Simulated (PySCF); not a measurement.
## Tellurium: a sound run and one with changed settings

Sound run: Te⁺ [Kr] 4d10 5s2 5p3, Te²⁺ [Kr] 4d10 5s2 5p2. Calculation: PySCF 2.14, in def2-SVP with the def2 core potential (28 electrons) (4s4p2d, 26 functions); a scalar-relativistic core potential. The sound run starts from symmetry-adapted Hartree-Fock orbitals and uses a fine grid where one is needed.

Changed run: 26 angular points. This setting is unsound on purpose.

```csv
species,method,sound run (hartree),changed run (hartree),converged
Te⁺,UHF,-266.71416,-266.71416,yes
Te⁺,TPSS,-267.55078,-267.55078,yes
Te⁺,B3LYP,-267.73928,-267.73928,yes
Te²⁺,UHF,-266.03954,-266.03954,yes
Te²⁺,TPSS,-266.86037,-266.86048,yes
Te²⁺,B3LYP,-267.04930,-267.04934,yes
```

Ionisation energy of Te⁺:

| method | sound run (eV) | changed run (eV) |
| --- | --- | --- |
| UHF | 18.357 | 18.357 |
| TPSS | 18.787 | 18.784 |
| B3LYP | 18.775 | 18.774 |

A coarse angular grid integrates products of high-l functions wrongly, so density functionals can shift, and the SCF can exploit the error; Hartree-Fock and MP2 need no grid.

For comparison, NIST gives 18.6 ± 0.4 eV between the lowest levels.
